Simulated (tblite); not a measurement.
Compound: C5H4N2O2.
Numbering: `[O:1]=[C:2]([OH:3])[c:4]1[n:5][cH:6][cH:7][cH:8][n:9]1` (hydrogens: H10 on O3; H11 on C6; H12 on C7; H13 on C8)

Computed with GFN2-xTB (tblite), gas phase: Langevin dynamics at 600 K from the optimised GFN2-xTB geometry, time step 0.5 fs, friction 0.01 fs⁻¹, 2000 steps.

Start geometry:
```
atom  x, y, z in Å
O1      2.515   -1.523    0.419
C2      2.029   -0.476    0.088
O3      2.749    0.580   -0.288
C4      0.555   -0.198    0.047
N5      0.165    1.006   -0.349
C6     -1.135    1.234   -0.380
C7     -2.062    0.266   -0.019
C8     -1.542   -0.960    0.378
N9     -0.243   -1.191    0.412
H10     3.696    0.368   -0.252
H11    -1.433    2.223   -0.705
H12    -3.123    0.455   -0.046
H13    -2.176   -1.784    0.678
```

The statistics below take the 31 frames saved every 25 fs from 250 to 1000 fs; their kinetic temperature (all 3N coordinates) averages 574 K.

Problem. How do the bond lengths spread?

Solution. 
```
  bond  start (Å)  mean (Å)  standard deviation (Å)  shortest (Å)  longest (Å)
 O1=C2      1.201     1.202                   0.032         1.133        1.269
 C2–O3      1.332     1.334                   0.030         1.283        1.415
 C2–C4      1.501     1.516                   0.052         1.420        1.682
 C4–N5      1.325     1.341                   0.031         1.283        1.403
 N5–C6      1.320     1.320                   0.026         1.257        1.379
 C6–C7      1.389     1.402                   0.035         1.343        1.457
 C7–C8      1.389     1.380                   0.042         1.282        1.468
 C8–N9      1.320     1.324                   0.024         1.278        1.378
 C4–N9      1.325     1.329                   0.022         1.292        1.369
O3–H10      0.971     0.979                   0.025         0.933        1.043
C6–H11      1.082     1.085                   0.037         0.980        1.182
C7–H12      1.077     1.086                   0.049         0.992        1.199
C8–H13      1.082     1.094                   0.037         1.028        1.159
```

Problem. Give the same statistics for bond angles, one of each kind among heavy atoms.

Solution. 
| angle | start (°) | mean (°) | standard deviation (°) | smallest (°) | largest (°) |
| --- | --- | --- | --- | --- | --- |
| O1–C2–O3 | 123.4 | 123.3 | 3.7 | 115.8 | 133.3 |
| O1–C2–C4 | 124.5 | 124.3 | 4.8 | 115.5 | 133.3 |
| O3–C2–C4 | 112.1 | 111.8 | 4.9 | 102.9 | 122.6 |
| C2–C4–N5 | 117.7 | 117.7 | 6.4 | 106.9 | 133.4 |
| C2–C4–N9 | 116.4 | 116.7 | 6.4 | 104.0 | 126.8 |
| N5–C4–N9 | 125.9 | 124.6 | 3.2 | 119.0 | 131.3 |
| C4–N5–C6 | 117.0 | 117.1 | 3.3 | 109.7 | 124.5 |
| N5–C6–C7 | 122.1 | 121.4 | 2.6 | 115.1 | 125.5 |
| C6–C7–C8 | 116.1 | 115.4 | 2.9 | 108.8 | 120.9 |

Problem. How far does each atom move about its mean position (frames aligned on the start, all atoms weighted alike), and what rms force does it feel?

Solution. 
| atom | rms displacement (Å) | rms force (eV/Å) |
| --- | --- | --- |
| O1 | 0.49 | 2.52 |
| C2 | 0.15 | 3.23 |
| O3 | 0.39 | 1.86 |
| C4 | 0.20 | 2.44 |
| N5 | 0.25 | 2.03 |
| C6 | 0.15 | 2.25 |
| C7 | 0.13 | 2.90 |
| C8 | 0.12 | 2.64 |
| N9 | 0.15 | 1.86 |
| H10 | 0.42 | 1.21 |
| H11 | 0.29 | 1.43 |
| H12 | 0.28 | 1.59 |
| H13 | 0.28 | 1.22 |

The displacements run from 0.12 to 0.49 Å, the largest at O1.

Problem. Follow the torsion O1–C2–C4–N5 through every second one of these frames.

Solution. 
```csv
t (fs),O1–C2–C4–N5 (°)
250,139
300,128
350,138
400,142
450,123
500,138
550,122
600,151
650,151
700,125
750,148
800,147
850,-178
900,-168
950,-151
1000,-152
```

Largest departure from the start value over all these frames: O1–C2–C4–N5 58° (start 180°).

Problem. How widely does the potential energy scatter, against a harmonic estimate?

Solution. Mean 0.78 eV above the start, standard deviation 0.198 eV, range 0.36 to 1.21 eV. For 33 classical harmonic modes at 600 K the canonical values are 33kT/2 = 0.85 eV and kT·√(33/2) = 0.210 eV.

The run is classical and short, so these are rough statistics of one trajectory.

The cost below is that of the whole dynamics run. Hardware: one thread, INTEL XEON PLATINUM 8581C at 2.10 GHz (x86_64), shared host. Cost: 10 s of wall time, 0.18 GiB resident at most.
